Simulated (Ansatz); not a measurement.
CH4OSi, SMILES `O[C][SiH3]` (triplet; the order of the spin states depends on the level; H–O–C–Si torsion 114°) (charge 0, multiplicity 3). This triplet lies 0.46 eV above the relaxed singlet at the level frozen-core CCSD(T)/cc-pVTZ // PBE0-D3(BJ)/def2-TZVP (Ansatz, a first-principles code); other levels give the other order.

Cartesian coordinates (Å):
SMILES: O[C][SiH3]
```xyz
7

O      1.9725    -0.1780    -0.0493
C      0.7405    -0.4068    -0.4804
Si    -0.9130     0.2544    -0.0420
H      2.3456    -0.9555     0.3866
H     -1.2842    -0.0242     1.3774
H     -1.8810    -0.4184    -0.9403
H     -0.9803     1.7285    -0.2520
```
Charge 0, spin multiplicity 3.

Frozen-core energies in 6-31g from Ansatz at a geometry from PBE0-D3(BJ)/def2-TZVP; the HF reference has <S^2> = 2.02 and the T1 diagnostic is 0.017.

| level | energy (Ha) | difference from CCSDT(Q) (mHa) |
|---|---|---|
| HF | -403.76703 | 263.51 |
| MP2 | -403.99256 | 37.98 |
| CCSD | -404.02423 | 6.31 |
| CCSD(T) | -404.02910 | 1.44 |
| CCSDT | -404.02996 | 0.58 |
| CCSDT(Q) | -404.03055 | 0.00 |
